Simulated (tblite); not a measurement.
Compound: C5H14SSi2.
Cartesian coordinates in Å at the GFN2-xTB level; atoms count from 1:
```
atom  x, y, z in Å
C1    -2.6690   -2.3668   -0.8303
S2    -1.1730   -2.1956    0.1855
Si3   -0.6190   -0.1826   -0.3888
Si4   -2.2646    1.3781    0.1140
C5     1.0227    0.1627    0.4945
C6     1.6845    1.5074    0.1412
C7     2.9815    0.7711   -0.2222
C8     2.2777   -0.5765   -0.0153
H9    -3.4392   -1.6950   -0.4638
H10   -2.4351   -2.1447   -1.8667
H11   -2.9994   -3.3958   -0.7378
H12   -0.3365   -0.3091   -1.8321
H13   -1.8323    2.7138   -0.3001
H14   -2.5866    1.4380    1.5416
H15   -3.5257    1.1057   -0.5852
H16    0.9090    0.0473    1.5739
H17    1.7654    2.2163    0.9636
H18    1.2235    2.0166   -0.7046
H19    3.7939    0.9493    0.4799
H20    3.3473    0.9519   -1.2310
H21    2.7455   -1.2414    0.7076
H22    2.1188   -1.1316   -0.9381
```

Method: GFN2-xTB as coded in tblite; computed harmonic values from a numerical Hessian at the method's own geometry, unscaled. Against measured fundamentals such values can be off by several per cent, at times by over 20. Modes of hydrogen on silicon can be 10 to 20 % off. One conformer, not necessarily the lowest. The optimisation stopped once no atom felt more than 0.01 eV/Å.

Lowest wavenumbers of the output (negative numbers stand for imaginary wavenumbers):
```
mode    cm-1
  1     -32.0
  2     -29.7
  3      33.8
  4      47.7
  5      75.5
  6      97.6
  7     111.4
  8     137.3
```

Problem. Is this structure a minimum?

Solution. Not by this Hessian. 2 modes are imaginary beyond 20i (32i and 30i cm⁻¹), so at this level the point lies at or near a saddle of order 2. The curvature is small, so loose convergence or finite differences may be the whole cause.

Problem. Which atoms move in the imaginary modes?

Solution. 32i: H14 (Si–H hydrogen) 33 %, H15 (Si–H hydrogen) 26 %, H13 (Si–H hydrogen) 26 %; 30i: C7 (four-membered-ring carbon) 31 %, H20 (methylene hydrogen) 15 %, H19 (methylene hydrogen) 13 %. These are shares of the mass-weighted motion.

Problem. What is the remedy?

Solution. Step along such a mode in both directions, optimise again with tighter thresholds and repeat the frequencies. The zero-point energy of this point (107.1 kcal/mol) counts the 58 real modes alone, and thermal corrections from it aren't those of a minimum.
